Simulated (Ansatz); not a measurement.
C4H4ClF, SMILES C(=C)=C(F)CCl.

The structure is a stationary point at B3LYP-D3(BJ)/def2-SVP. This is a generated structure with no PubChem entry under its InChIKey; it may be hypothetical. Other conformers were not sampled.

Two levels are set side by side: PBE/def2-SVPD (Ansatz, a program for electronic structure) and CAM-B3LYP/def2-SVPD (Ansatz). Energy differences of separate SCF runs at the same geometry; the states with an electron removed or added have multiplicity 2 and 2. Differences are taken from unrounded values.

```json
[
 {"quantity": "vertical ionisation energy (eV)", "PBE": "9.51"},
 {"quantity": "vertical singlet–triplet gap (eV)", "PBE": "4.17"}
]
```

Question: These are the PBE values. What does CAM-B3LYP give? (Estimate from the structure and the level; the computed values follow.)

Answer: 
```
quantity                           CAM-B3LYP  PBE minus CAM-B3LYP
---------------------------------  ---------  -------------------
vertical ionisation energy (eV)         9.86                -0.35
vertical singlet–triplet gap (eV)       4.33                -0.16
```
